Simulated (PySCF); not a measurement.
Core-level binding energies of ZnCl2(H2O)2

Species: ZnCl2(H2O)2 (singlet state).
Cartesian coordinates in Å at the PBE0-D3(BJ)/def2-SVP level; atoms count from 1:
```
atom  x, y, z in Å
Zn1    0.3910    0.0034    0.3190
Cl2    0.0213   -0.1138    2.4623
Cl3    1.9516    0.0317   -1.2213
O4    -0.5149    1.7098   -0.5151
H5     0.1759    1.9223   -1.1653
H6    -0.5997    2.4733    0.0703
O7    -0.6513   -1.7749   -0.1297
H8    -0.7639   -2.1384    0.7624
H9    -0.0763   -2.3828   -0.6137
```

Computed, not measured: delta-SCF UKS SCAN, pcX-2 on the ionised atom (unc-x2c-TZVPall on a metal), pcseg-1 elsewhere, spin-free X2C (PySCF). Each binding energy is the total energy of the core-ionised species, with the hole localised on one atom, minus that of the ground state; both are solved self-consistently, so orbital relaxation is included.

Task: List the computed XPS lines with their assignment.

Result: 
| atom(s) | environment | level | binding energy (eV) | 2p1/2 (eV) | count |
| --- | --- | --- | --- | --- | --- |
| Zn1 | zinc bonded to 2 Cl and 2 O | Zn 2p3/2 | 1026.91 | 1051.05 | 1 |
| Cl2/Cl3 | chlorine bonded to Zn | Cl 2p3/2 | 204.67 | 206.33 | 2 |
| Cl2/Cl3 | chlorine bonded to Zn | Cl 1s | 2827.27 | – | 2 |
| O4/O7 | oxygen bonded to Zn and 2 H | O 1s | 541.19 | – | 2 |

Task: What is the longest wavelength that can ionise O 1s of O4/O7 vertically?

Result: λ = hc/E = 12398.42 eV Å / 541.19 eV = 22.910 Å.

Task: Which effective nuclear charge Zeff reproduces each element's mean 1s value in the hydrogen-like formula E = 13.606 eV × Zeff²?

Result: O (Z = 8): mean 541.2 eV, Zeff = 6.31, Z − Zeff = 1.69; Cl (Z = 17): mean 2827.3 eV, Zeff = 14.42, Z − Zeff = 2.58. Means run over the listed sites, weighted by atom count.

Topologically equivalent atoms share the value of their first member; where this conformer doesn't relate them by symmetry, their own values could differ. 2p3/2 and 2p1/2 are the ΔSCF energy of one spin-free 2p hole plus the eigenvalues of a spin–orbit and ligand-field matrix of the shell. 2p1/2 minus 2p3/2 (ligand field included): Zn 24.14 eV, Cl 1.65 eV. Satellites of the metal's 2p lines aren't described. Isolated species at its PBE0-D3(BJ)/def2-SVP geometry, gas phase. Metal 2p energies of this one-determinant scheme are less reliable than its 1s energies.

Time: 50 s wall; peak memory 0.52 GiB. Hardware: an Intel Xeon at 2.50 GHz with one thread (shared host).
